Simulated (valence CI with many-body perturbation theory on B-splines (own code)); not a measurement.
**E1 transitions of Cd XVI**

Method: valence CI with perturbative core correlation (CI+MBPT): five valence electrons over a frozen Dirac-Fock core [Ar] 3d10, radial functions for each j: 11 s, 11 p, 10 d, 8 f, 5 g, 2 h, with the one-electron correlation potential Σ1, the two-electron term Σ2, the three-electron term Σ3, Breit, model QED; selected CI, second order for the rest, scaled by the run's own slope (own B-spline code, finite nucleus).

No measured spectrum was set against this ion. As an estimate, levels hold to about 250 cm⁻¹ or 0.2 % of their energy and the worst to 1 %, as in measured heavy ions of charge 2 to 7; those with d or f electrons hold less well. Among the levels kept, up to 2200 cm⁻¹ of a level comes from second order outside the variational space, and about a tenth of that is noise between levels of different J, which matters for small intervals.

Lines 1 to 50 of 568 in falling wavelength, among levels below 1272700 cm⁻¹, chosen from the strongest by gf and those to the six lowest levels. Wavelengths and rates use the calculated energies, so an error of 1000 cm⁻¹ moves a line at 411.0 Å by 0.41 % and its rate by three times that or more. Electric multipoles are in the length gauge, E1 and E2 with the static RPA response of the core. Weak lines are less certain than strong ones. Lines between different terms over intervals too small for the method are left out, as are lines whose strength nearly cancels. Where a level lies close to another of its J and parity, the split of strength between their lines is uncertain.

Names give the largest LS component (configuration and term), which can be under half, so a name can repeat, a term be missing and a line seem to break the LS rules; names also repeat where a configuration has a term twice. Letters in brackets count levels of one name in rising energy.

| λ vac (Å) | Upper | Lower | A (s⁻¹) | S (a.u.) |
| --- | --- | --- | --- | --- |
| 411.0 | 4s 4p4 4P_3/2 | 4s2 4p3 2P°_3/2 | 1.69e+08 | 2.31e-02 |
| 401.8 | 4s 4p4 4P_1/2 | 4s2 4p3 2P°_3/2 | 6.49e+07 | 4.15e-03 |
| 355.3 | 4s 4p4 4P_5/2 | 4s2 4p3 2D°_5/2 | 4.98e+08 | 6.62e-02 |
| 347.1 | 4s 4p3 4d 4G°_11/2 | 4s2 4p2 4d 2G_9/2 | 1.04e+09 | 2.59e-01 |
| 337.4 | 4s 4p4 4P_1/2 | 4s2 4p3 2P°_1/2 | 8.93e+08 | 3.39e-02 |
| 335.4 | 4p5 2P°_3/2 | 4s 4p4 2P_3/2 | 4.68e+09 | 3.49e-01 |
| 334.3 | 4s 4p4 4P_5/2 | 4s2 4p3 2D°_3/2 | 1.20e+09 | 1.32e-01 |
| 331.8 | 4p5 2P°_1/2 | 4s 4p4 2P_1/2 | 4.83e+09 | 1.74e-01 |
| 326.1 | 4s 4p3 4d 2F°_7/2 [b] | 4s2 4p2 4d 2D_5/2 [c] | 1.21e+09 | 1.66e-01 |
| 326.1 | 4s 4p4 2D_5/2 | 4s2 4p3 2P°_3/2 | 1.93e+09 | 1.98e-01 |
| 315.1 | 4s 4p4 4P_3/2 | 4s2 4p3 2D°_5/2 | 4.84e+08 | 2.99e-02 |
| 295.8 | 4s 4p4 2D_3/2 | 4s2 4p3 2P°_1/2 | 4.39e+08 | 2.24e-02 |
| 293.6 | 4s 4p4 4P_1/2 | 4s2 4p3 2D°_3/2 | 3.48e+08 | 8.69e-03 |
| 290.2 | 4s 4p4 2S_1/2 | 4s2 4p3 2P°_3/2 | 1.70e+08 | 4.10e-03 |
| 290.1 | 4p5 2P°_3/2 | 4s 4p4 2D_5/2 | 9.84e+09 | 4.74e-01 |
| 285.5 | 4s 4p4 4P_5/2 | 4s2 4p3 4S°_3/2 | 3.41e+09 | 2.35e-01 |
| 284.3 | 4s 4p3 4d 4G°_9/2 | 4s2 4p2 4d 4F_7/2 | 2.84e+09 | 3.23e-01 |
| 284.3 | 4s 4p3 4d 4F°_3/2 [a] | 4s2 4p2 4d 4F_3/2 | 4.03e+09 | 1.83e-01 |
| 283.0 | 4s 4p4 2P_3/2 | 4s2 4p3 2P°_3/2 | 2.35e+09 | 1.05e-01 |
| 281.6 | 4s 4p3 4d 4F°_9/2 | 4s2 4p2 4d 2F_7/2 [a] | 1.78e+09 | 1.96e-01 |
| 281.6 | 4s 4p3 4d 4G°_11/2 | 4s2 4p2 4d 4F_9/2 | 4.50e+09 | 5.95e-01 |
| 280.2 | 4p5 2P°_1/2 | 4s 4p4 2P_3/2 | 1.00e+10 | 2.18e-01 |
| 277.2 | 4p5 2P°_3/2 | 4s 4p4 2D_3/2 | 4.65e+09 | 1.96e-01 |
| 276.8 | 4s 4p3 4d 2F°_7/2 [b] | 4s2 4p2 4d 2D_5/2 [b] | 1.83e+09 | 1.53e-01 |
| 276.7 | 4s 4p3 4d 4F°_9/2 | 4s2 4p2 4d 4F_7/2 | 2.99e+09 | 3.13e-01 |
| 274.2 | 4s 4p4 2D_3/2 | 4s2 4p3 2D°_5/2 | 5.02e+08 | 2.04e-02 |
| 273.1 | 4s 4p3 4d 2G°_9/2 [a] | 4s2 4p2 4d 4F_9/2 | 2.15e+09 | 2.17e-01 |
| 271.9 | 4s 4p3 4d 2F°_7/2 [a] | 4s2 4p2 4d 4P_5/2 | 3.38e+09 | 2.68e-01 |
| 268.9 | 4s 4p3 4d 2G°_9/2 [b] | 4s2 4p2 4d 2G_7/2 | 1.58e+09 | 1.52e-01 |
| 267.8 | 4s 4p3 4d 4S°_3/2 | 4s2 4p2 4d 4P_5/2 | 5.77e+09 | 2.19e-01 |
| 264.3 | 4s 4p3 4d 2G°_9/2 [a] | 4s2 4p2 4d 2F_7/2 [a] | 2.71e+09 | 2.47e-01 |
| 263.6 | 4s 4p3 4d 2P°_3/2 [c] | 4s2 4p2 4d 2S_1/2 | 3.83e+09 | 1.39e-01 |
| 263.4 | 4s 4p3 4d 2F°_7/2 [c] | 4s2 4p2 4d 2F_7/2 [c] | 6.02e+09 | 4.35e-01 |
| 262.7 | 4s 4p3 4d 4G°_7/2 | 4s2 4p2 4d 4F_5/2 | 6.06e+09 | 4.34e-01 |
| 262.6 | 4s 4p4 2D_5/2 | 4s2 4p3 2D°_5/2 | 8.74e+09 | 4.69e-01 |
| 261.8 | 4s2 4p2 4d 4F_3/2 | 4s2 4p3 2P°_3/2 | 8.84e+07 | 3.13e-03 |
| 261.5 | 4s 4p4 2D_3/2 | 4s2 4p3 2D°_3/2 | 1.23e+10 | 4.34e-01 |
| 260.4 | 4s 4p3 4d 2G°_7/2 [a] | 4s2 4p2 4d 2F_5/2 [a] | 2.61e+09 | 1.82e-01 |
| 258.9 | 4s 4p4 4P_3/2 | 4s2 4p3 4S°_3/2 | 8.49e+09 | 2.91e-01 |
| 258.6 | 4s 4p3 4d 4D°_7/2 [c] | 4s2 4p2 4d 2G_7/2 | 2.91e+09 | 1.99e-01 |
| 257.8 | 4s 4p3 4d 2G°_9/2 [c] | 4s2 4p2 4d 2G_9/2 | 1.46e+10 | 1.23e+00 |
| 256.4 | 4s 4p3 4d 4G°_5/2 | 4s2 4p2 4d 4F_3/2 | 6.39e+09 | 3.19e-01 |
| 255.2 | 4s 4p4 4P_1/2 | 4s2 4p3 4S°_3/2 | 8.17e+09 | 1.34e-01 |
| 255.1 | 4s 4p3 4d 2D°_3/2 [a] | 4s2 4p2 4d 4D_5/2 | 4.34e+09 | 1.42e-01 |
| 255.1 | 4s 4p4 2S_1/2 | 4s2 4p3 2P°_1/2 | 1.21e+10 | 1.98e-01 |
| 254.6 | 4s 4p3 4d 2F°_5/2 [c] | 4s2 4p2 4d 2F_5/2 [b] | 4.33e+09 | 2.12e-01 |
| 252.8 | 4s 4p3 4d 4D°_7/2 [b] | 4s2 4p2 4d 4D_5/2 | 4.49e+09 | 2.86e-01 |
| 252.5 | 4s 4p3 4d 2F°_5/2 [b] | 4s2 4p2 4d 2D_5/2 [a] | 4.19e+09 | 2.00e-01 |
| 251.9 | 4s 4p3 4d 2G°_7/2 [b] | 4s2 4p2 4d 2G_7/2 | 9.10e+09 | 5.74e-01 |
| 251.8 | 4s 4p3 4d 2F°_5/2 [a] | 4s2 4p2 4d 4P_3/2 | 3.60e+09 | 1.70e-01 |
